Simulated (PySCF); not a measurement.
Dipole moment and polarisability of `C=C[C@@H]1C[C@@H]2CCC[C@H]1C2`

C₁₀H₁₆.
Geometry (PBE0-D3(BJ)/def2-SVP, Å), atoms numbered from 1 in this order:
```
atom  x, y, z in Å
C1     2.2228    2.0270    0.3080
C2     1.6855    1.0432    1.0313
C3     1.1079   -0.2466    0.5371
C4     0.9220   -0.4330   -0.9899
C5    -0.4865   -1.0385   -1.1602
C6    -1.5443    0.0520   -1.3624
C7    -1.4465    1.1290   -0.2824
C8    -1.2756    0.5440    1.1195
C9    -0.2692   -0.6108    1.1496
C10   -0.7288   -1.7115    0.1942
H11    2.6339    2.9207    0.7847
H12    2.2808    1.9817   -0.7834
H13    1.6755    1.1522    2.1244
H14    1.8003   -1.0351    0.8881
H15    1.6926   -1.1076   -1.3918
H16    1.0162    0.5133   -1.5442
H17   -0.5260   -1.7522   -1.9980
H18   -2.5434   -0.4181   -1.3459
H19   -1.4326    0.5122   -2.3588
H20   -0.5800    1.7755   -0.4975
H21   -2.3283    1.7891   -0.3161
H22   -2.2422    0.1632    1.4939
H23   -0.9655    1.3408    1.8157
H24   -0.1544   -0.9681    2.1860
H25   -1.7781   -2.0116    0.3464
H26   -0.1003   -2.6109    0.3065
```

Level: PBE0/def2-SVPD (PySCF), static field, nuclei fixed, core orbitals frozen in the response. The polarisability tensor in these axes (au):

```
x   111.97   9.58   0.92
y     9.58 113.69  -0.08
z     0.92  -0.08 106.07
```

Problem. Diagonalise the tensor; give its mean and Δα, where Δα² is half the sum of the squared differences of the eigenvalues.

Solution. Principal values 103.04, 106.23 and 122.46 au; mean 110.58 au = 16.39 Å³ = 18.23 × 10⁻⁴⁰ C²·m²/J; Δα = 18.04 au (16 % of the mean).

Problem. What is the dipole moment, and where does it point?

Solution. (-0.17, -0.40, 0.08) D, 0.44 D in size, pointing from the negative to the positive side. Measured along this direction, the outermost atoms are H11 at the negative end and H25 and H26 at the positive end.

Problem. Find the Langevin capture rate constant for H3+ (3.023 u) meeting this molecule (136.125 u), k = 2.342 × 10⁻⁹ cm³/s × √(α in Å³ / reduced mass in u).

Solution. The reduced mass is 2.96 u, so k = 5.51 × 10⁻⁹ cm³/s. The formula leaves out the permanent dipole, which adds to the capture rate.

Problem. Estimate the molar refractivity from the static electronic polarisability.

Solution. Lorentz–Lorenz: R = (4π/3)N_A α = 2.5225 cm³/(mol·Å³) × 16.39 Å³ = 41.3 cm³/mol, in the limit of long wavelengths.

Problem. In TDDFT the mean static polarisability is Σ f/ω² over all singlet excitations (ω in hartree). How much of it do the 10 lowest give? Their energies (eV) and oscillator strengths: 6.81, 0.0354; 7.06, 0.2155; 7.37, 0.0662; 7.46, 0.0067; 7.53, 0.0055; 7.67, 0.0009; 7.71, 0.0099; 7.77, 0.0006; 7.80, 0.0015; 7.91, 0.0005.

Solution. They add up to 4.99 au, 4.5 % of the 110.58 au; the largest single term is 3.20 au, from the state at 7.06 eV. Terms in order: 0.57, 3.20, 0.90, 0.09, 0.07, 0.01, 0.12, 0.01, 0.02, 0.01 au. Higher excitations give the rest. The strengths listed sum to 0.343.

Problem. What are the principal values of the traceless quadrupole moment, Θ = ½Σq(3rr − r²1), about the centre of nuclear charge?

Solution. -2.16, 0.32, 1.84 D·Å. The values depend on the origin, since the dipole doesn't vanish. The electronic extent ⟨r²⟩ about the same centre is 1347 bohr², a root-mean-square distance of 2.23 Å for the 76 electrons.

Isolated species at its PBE0-D3(BJ)/def2-SVP geometry (one conformer only).
